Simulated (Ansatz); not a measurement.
FeO₄F₂H₈²⁺, that is cis-[FeF2(H2O)4]+ with one electron fewer. Total charge 2; quintet. Geometry PBE-D4/def2-SVP; atoms count from 1.

```xyz
15

Fe    0.0190    0.4273   -0.2708
F     1.1397    1.2742   -1.2334
O    -1.0651   -0.7954    0.9081
H    -1.8517   -1.2265    0.4930
H    -1.3474   -0.4315    1.7826
F    -1.2654    1.5352   -0.4496
O     1.4406   -0.9200    0.0014
H     1.3578   -1.7401    0.5421
H     2.3437   -0.8555   -0.3919
O     0.4770    1.3873    1.5797
H     0.1310    2.3027    1.7034
H     1.3586    1.3707    2.0171
O    -0.8654   -0.7204   -1.8383
H    -0.3796   -1.3595   -2.4078
H    -1.4927   -0.2485   -2.4356
```

The name describes the sextet; other states may take another shape.

(1) Estimate the Mulliken populations from the PBE0/def2-TZVP orbitals of Ansatz.

(2) Where does the spin sit?

(3) And the Mayer bond orders between heavy atoms (over 0.3)?

Results:

(1) 
| atom | charge (e) | spin (α − β) | d electrons |
| --- | --- | --- | --- |
| Fe1 | 0.96 | 3.58 | 5.89 |
| F2 | -0.19 | 0.12 | – |
| O3 | -0.47 | -0.03 | – |
| H4 | 0.44 | 0.00 | – |
| H5 | 0.44 | 0.00 | – |
| F6 | -0.18 | 0.11 | – |
| O7 | -0.50 | 0.02 | – |
| H8 | 0.44 | 0.00 | – |
| H9 | 0.45 | 0.00 | – |
| O10 | -0.55 | 0.09 | – |
| H11 | 0.43 | 0.00 | – |
| H12 | 0.42 | 0.00 | – |
| O13 | -0.55 | 0.09 | – |
| H14 | 0.42 | 0.00 | – |
| H15 | 0.43 | 0.00 | – |
Mulliken values depend strongly on the basis.

(2) Summed by element: Fe 3.58, F 0.23, O 0.18, H 0.01, of 4 unpaired in all. Largest on single atoms: Fe1 3.58, F2 0.12, F6 0.11.

(3) Fe1–F2 1.13 (1.70 Å); Fe1–O3 0.55 (2.02 Å); Fe1–F6 1.14 (1.71 Å); Fe1–O7 0.54 (1.98 Å); Fe1–O10 0.45 (2.13 Å); Fe1–O13 0.45 (2.13 Å).
